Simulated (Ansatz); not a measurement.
An input meant for the cluster Mo2S2⁺ (charge 1, doublet).

```yaml
crystal:
  periodic: [false, false, false]
  atoms:
    - {symbol: Mo, position_ang: [-0.134560, 0.671275, -1.139772]}
    - {symbol: Mo, position_ang: [0.122940, -0.613486, 1.041186]}
    - {symbol: S, position_ang: [1.888694, 0.241010, -0.013734]}
    - {symbol: S, position_ang: [-1.877074, -0.298799, 0.112310]}
basis:
  gaussian: {orbitals: STO-3G}
total_charge: 5
magnetization: {spin_polarized: true, initial_magnetization: 1}
hamiltonian: {xc: {name: B97M-V}}
scf: {lower_state_search: off}
```

```sh
$ ansatz run in.yaml --threads 4 --pin off --events-out ev --progress --plain --max-ram 3916MiB
```

Shortened log:

```
Functional definition: B97M-V
871 factors; integrals over basis functions are off by at most 3.4e-4 eV
mean field evaluation 1: about -235626.8031 eV, gradient 2.7e1 eV
mean field evaluation 2: about -235438.8028 eV, gradient 1.4e2 eV
mean field evaluation 4: about -235620.1319 eV, gradient 4.5e1 eV
mean field evaluation 8: about -235630.8063 eV, gradient 1.5e-1 eV
mean field -235630.80701935 eV, -8659.2724416638 hartree, gradient 2.1e-6 eV, S^2 0.923423; 0 other end points of the search recorded, 0 dependent functions left out
reference -235630.80705349 eV, -8659.2724429181 hartree; 56, 55 occupied and 16, 17 virtual orbitals, 871 factors
Total energy: -235630.80705349 eV, -8659.2724429181 hartree
Checks for a lower state left out: stability, starts, cluster_reference, orbital_swaps, neighbouring_geometries, increment
```

In this input the charge is far from what the species holds (5 typed, 1 meant). Self-consistency was reached. The result belongs to that input, not to the species as meant.

The charge 5 doublet is spin-contaminated (final ⟨S²⟩ up to 0.92, 0.75 for a pure state).
